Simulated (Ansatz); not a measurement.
Consider the ligand exchange at the Si–O bond: `[SiH3][SiH2]O[SiH2]S` + H₂S → `[SiH3][SiH2]S` + `O[SiH2]S`.

Isolated molecules relaxed with PBE0-D4/def2-TZVP in Ansatz; ΔE leaves out vibrations. CBS: MP2 limit from def2 TZ/QZ plus the TZ coupled-cluster correction, frozen cores. This one scheme is used for every species. Functionals use def2-TZVPP. B3LYP here is the variant with VWN-RPA as its local correlation; programs differ in this. One conformer a species, not always the lowest.

**Question.** Is it downhill or uphill in electronic energy at CCSD(T)/CBS, and by how much? (An estimate is asked.)

**Answer.** Ansatz gave: Uphill: ΔE = +42.2 kJ/mol.

**Question.** What do these levels give: PBE-D4, r2SCAN-D4, PBE0-D4, ωB97X-V, B2PLYP, PBE0, B3LYP, HF/def2-TZVPP, MP2/def2-TZVPP, HF/CBS(def2), MP2/CBS(def2), CCSD/CBS(def2)? (Best estimate.)

**Answer.** The calculation gave: PBE-D4 28.9, r2SCAN-D4 37.7, PBE0-D4 32.8, ωB97X-V 42.3, B2PLYP 41.9, PBE0 27.6, B3LYP 39.4, HF/def2-TZVPP 53.5, MP2/def2-TZVPP 41.5, HF/CBS(def2) 55.9, MP2/CBS(def2) 39.2, CCSD/CBS(def2) 44.2 kJ/mol.

Largest T1 diagnostic among the species: 0.012.

In def2-TZVPP, CCSD(T) changes the Hartree–Fock value by −9.0 kJ/mol (the triples alone add −2.0 kJ/mol) and MP2 by −12.0 kJ/mol. From PBE to PBE0 (25 % exact exchange), in def2-TZVPP and without D4, ΔE moves by +4.0 kJ/mol. The D4 term adds +8.2 kJ/mol with B3LYP and +5.3 kJ/mol with PBE0; it sums over pairs of atoms, weighted by their polarisabilities, and B3LYP, whose exchange is more repulsive, gets the larger term.
